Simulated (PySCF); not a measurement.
Sn(H)3(OMe), SMILES C[O][SnH3] (CAM-B3LYP/def2-SVP optimised geometry):

```
9

Sn    -0.486    -1.877     0.000
O     -1.098     0.011     0.000
C     -0.773     0.895    -1.031
H      1.226    -1.877     0.000
H     -1.149    -2.505     1.435
H     -1.107    -2.632    -1.407
H     -1.156     0.571    -2.020
H      0.319     1.057    -1.139
H     -1.226     1.877    -0.816
```

Level of theory: CAM-B3LYP/def2-TZVP, def2 effective core potentials past Kr run with PySCF 2.14.0.

Task: What are the frontier orbital energies and the dipole moment?

Result: HOMO-2 -10.80 eV, HOMO-1 -9.42 eV, HOMO -8.89 eV, LUMO 0.40 eV, LUMO+1 1.30 eV; dipole moment 1.51 D.
